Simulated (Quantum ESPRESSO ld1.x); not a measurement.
Results of a calculation; reference values are marked as such.
Ionisation of the thulium ion Tm51+, [Ar], to Tm52+, [Ne] 3s2 3p5, under several functionals. Dirac Kohn-Sham, spin-unpolarised, spherical densities, point nucleus; open shells are shared between the two j in proportion to 2j + 1; ld1.x of Quantum ESPRESSO 7.5.

functional,E(Tm51+) (hartree),Exc (hartree),IE (eV),-e(HOMO) (eV),<r> HOMO (bohr),IE error (eV)
"LDA (Slater exchange, Gunnarsson-Lundqvist correlation)",-11066.55,-154.90,4904.5,4762.6,0.2045,+92.5
HCTH/120,-11076.62,-165.09,4913.5,4771.9,0.2043,+101.5
"LDA (Slater exchange, VWN5 correlation)",-11066.07,-154.42,4903.8,4761.9,0.2045,+91.8
OLYP,-11076.54,-165.00,4910.0,4768.3,0.2044,+98.0
"LDA (Slater exchange, Perdew-Wang correlation)",-11066.06,-154.41,4903.8,4761.9,0.2045,+91.8
BLYP,-11075.97,-164.40,4905.8,4763.9,0.2045,+93.8
Slater X-alpha with alpha = 1,-11139.94,-229.19,4969.5,4826.7,0.2031,+157.5
PW86 exchange with PBE correlation,-11076.21,-164.63,4905.0,4763.5,0.2045,+93.0
PBEsol,-11070.97,-159.36,4904.6,4762.9,0.2045,+92.6
"LDA (Slater exchange, Hedin-Lundqvist correlation)",-11065.88,-154.23,4903.6,4761.7,0.2045,+91.6
rPW86 exchange with PBE correlation,-11077.85,-166.28,4905.7,4764.1,0.2045,+93.7

NIST Atomic Spectra Database: 4812 eV (theoretical). Closest: LDA (Slater exchange, Hedin-Lundqvist correlation). The Delta-SCF values span 65.91 eV, the total energies 74.06 hartree. The highest occupied level is 3p3/2. Spin polarisation and multiplet splitting are left out, so open shells lie too high by an amount that depends on their filling. Sharing an open shell by 2j + 1 raises it above the true ground level by a part of the spin-orbit splitting, which enters the differences from NIST.

Beside tabulated values, note that spin-unpolarised runs miss the spin-polarisation part of the exchange energy of open shells.
